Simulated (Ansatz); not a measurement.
Ansatz (an electronic-structure program) input file for C2Cl3F, SMILES ClC(Cl)=C(F)Cl, PBE/def2-SVPD. The structure is a stationary point at B3LYP-D3(BJ)/def2-SVP.

Ansatz 0.2 input:
```yaml
crystal:
  periodic: [false, false, false]
  atoms:
    - {symbol: F, position_ang: [1.90280719, -0.69582058, 0.00000000]}
    - {symbol: C, position_ang: [0.58079394, -0.65436916, 0.00000000]}
    - {symbol: Cl, position_ang: [-0.16569371, -2.19952031, 0.00000000]}
    - {symbol: C, position_ang: [-0.08324212, 0.51567223, 0.00000000]}
    - {symbol: Cl, position_ang: [-1.80468087, 0.60751080, 0.00000000]}
    - {symbol: Cl, position_ang: [0.78739954, 2.00933696, 0.00000000]}
basis:
  gaussian:
    orbitals: def2-SVPD
hamiltonian:
  xc: {name: PBE}
```

It prints:

```
WARN ansatz: RAYON_NUM_THREADS=1 ignored (pool sized by the plan → 1); use --threads N
Functional definition: PBE
integrals: 0.10 GiB planned
1351 factors; their error is unknown
mean field: 0.54 GiB planned
mean field evaluation 1: about -42320.1269 eV, gradient 3.5e1 eV
mean field evaluation 2: about -42313.6094 eV, gradient 6.1e1 eV
mean field evaluation 4: about -42322.8297 eV, gradient 4.1e0 eV
mean field evaluation 8: about -42322.8645 eV, gradient 1.3e-1 eV
mean field evaluation 16: about -42322.8001 eV, gradient 2.8e-4 eV
mean field -42322.80005624 eV, -1555.3342146426 hartree, gradient 2.5e-5 eV, S^2 0.000000; 0 other end points of the search recorded, 0 dependent functions left out
reference -42322.80010611 eV, -1555.3342164752 hartree; 36, 36 occupied and 108, 108 virtual orbitals, 1351 factors
Total energy: -42322.80010611 eV, -1555.3342164752 hartree
```

The calculation finished and met its thresholds.
